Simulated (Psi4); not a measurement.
Calculation: SAPT0/jun-cc-pVDZ, frozen core (Psi4 1.11).

Psi4 input:

```
molecule {
0 1
O -0.00017109 0.38960149 -0.00000000
H -0.76493556 -0.19513674 -0.00000000
H 0.76510665 -0.19446475 0.00000000
--
0 1
S -1.70293575 3.26322731 -0.45483802
C -0.15521074 3.38031302 -0.41240826
S 1.39248508 3.49739644 -0.36997874
units angstrom
symmetry c1
no_reorient
no_com
}
set basis jun-cc-pvdz
set scf_type df
set freeze_core true
energy('sapt0')
```

Part of the output:

```
    SAPT Results
  --------------------------------------------------------------------------------------------------------
    Electrostatics                 -3.23359544 [mEh]      -2.02911177 [kcal/mol]      -8.48980364 [kJ/mol]
      Elst10,r                     -3.23359544 [mEh]      -2.02911177 [kcal/mol]      -8.48980364 [kJ/mol]

    Exchange                        5.83449600 [mEh]       3.66120151 [kcal/mol]      15.31846712 [kJ/mol]
      Exch10                        5.83449600 [mEh]       3.66120151 [kcal/mol]      15.31846712 [kJ/mol]
      Exch10(S^2)                   5.81717196 [mEh]       3.65033052 [kcal/mol]      15.27298289 [kJ/mol]

    Induction                      -0.96739714 [mEh]      -0.60705087 [kcal/mol]      -2.53990084 [kJ/mol]
      Ind20,r                      -2.21843126 [mEh]      -1.39208663 [kcal/mol]      -5.82449048 [kJ/mol]
      Exch-Ind20,r                  1.59824873 [mEh]       1.00291622 [kcal/mol]       4.19620146 [kJ/mol]
      delta HF,r (2)               -0.34721460 [mEh]      -0.21788045 [kcal/mol]      -0.91161182 [kJ/mol]

    Dispersion                     -2.42238331 [mEh]      -1.52006848 [kcal/mol]      -6.35996650 [kJ/mol]
      Disp20                       -2.86716830 [mEh]      -1.79917527 [kcal/mol]      -7.52774933 [kJ/mol]
      Exch-Disp20                   0.44478499 [mEh]       0.27910679 [kcal/mol]       1.16778283 [kJ/mol]
      Disp20 (SS)                  -1.43358415 [mEh]      -0.89958763 [kcal/mol]      -3.76387466 [kJ/mol]
      Disp20 (OS)                  -1.43358415 [mEh]      -0.89958763 [kcal/mol]      -3.76387466 [kJ/mol]
      Exch-Disp20 (SS)              0.22748377 [mEh]       0.14274822 [kcal/mol]       0.59725856 [kJ/mol]
      Exch-Disp20 (OS)              0.21730122 [mEh]       0.13635857 [kcal/mol]       0.57052426 [kJ/mol]

  Total HF                          1.63350342 [mEh]       1.02503887 [kcal/mol]       4.28876264 [kJ/mol]
  Total SAPT0                      -0.78887989 [mEh]      -0.49502960 [kcal/mol]      -2.07120386 [kJ/mol]
```
